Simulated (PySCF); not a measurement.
Relaxation of singlet PtSF₂

These are results of PySCF, PBE0, basis Pt def2-SVP with ECP60, S def2-SVP, F def2-SVP (scalar-relativistic core potentials, no spin–orbit coupling, density fitting), not measurements. A (50,194) grid was used.

A start displaced from a saddle point along its imaginary mode, with no symmetry imposed:

Coordinates in bohr (charge 0 multiplicity 1):
```
Pt    0.0543    0.0747    0.0346
S    -3.3956   -0.1916   -1.6870
F     1.6132   -0.2268    3.2619
F     3.5445   -0.2174   -0.7782
```

**Question.** What does it relax to?

**Answer.** It ends at C1 with Pt–F 1.892 Å (×2), Pt–S 2.045 Å; F–Pt–F 81.8°, F–Pt–S 134.0°, F–Pt–S 135.4°. No frequency check is given, so it may be a saddle point. Other isomers or separated fragments may lie lower.

**Question.** How much energy is released, and in how many steps?

**Answer.** 4.8 kJ/mol in 5 steps.

Stability towards spin polarisation was not tested. At this level a triplet minimum of C2v symmetry lies 89 kJ/mol below this structure. Spin–orbit coupling, left out here, can matter for elements this heavy.
